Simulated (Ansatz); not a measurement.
Pb₄S₄⁻. Charge -1, multiplicity 2. Geometry PBE-D4/def2-SVP.

| atom | x (Å) | y (Å) | z (Å) |
| --- | --- | --- | --- |
| Pb1 | 0.402 | -1.537 | 1.819 |
| Pb2 | -0.823 | -2.771 | -1.419 |
| Pb3 | -1.134 | 1.133 | 0.130 |
| Pb4 | 2.160 | 1.553 | -1.902 |
| S5 | 0.879 | -0.636 | -0.955 |
| S6 | -0.049 | 0.924 | 2.527 |
| S7 | -2.041 | -1.861 | 0.716 |
| S8 | 0.606 | 3.196 | -0.917 |

In the def2 sets Pb takes a core potential; there is no spin–orbit coupling. At PBE-D4/def2-SVP the highest occupied level of the charge -1 doublet lies above zero (up to 0.04 eV). The electron is either unbound and held by the finite basis, or the level is raised by self-interaction error. Another isomer (doublet) lies 1.15 eV lower at PBE0-D4/def2-SVP; other spin states weren't run for this one.

Task: Estimate the α-spin orbital energies around the gap (eV) in Ansatz with PBE-D4/def2-SVP, r2SCAN-D4/def2-SVP, PBE0-D4/def2-SVP.

Result: 
```
orbital  PBE-D4/def2-SVP  r2SCAN-D4/def2-SVP  PBE0-D4/def2-SVP
 HOMO−5            -2.05               -2.32             -3.01
 HOMO−4            -1.96               -2.22             -2.91
 HOMO−3            -1.87               -2.14             -2.84
 HOMO−2            -1.56               -1.79             -2.47
 HOMO−1            -1.22               -1.47             -2.21
   HOMO             0.04               -0.20             -0.68
   LUMO             0.41                0.33              0.85
 LUMO+1             1.05                1.14              1.59
 LUMO+2             1.64                1.79              2.26
 LUMO+3             1.74                1.89              2.41
 LUMO+4             1.90                2.07              2.56
 LUMO+5             2.46                2.67              3.12
 β HOMO            -1.20               -1.45             -2.17
 β LUMO             0.46                0.42              0.88
```
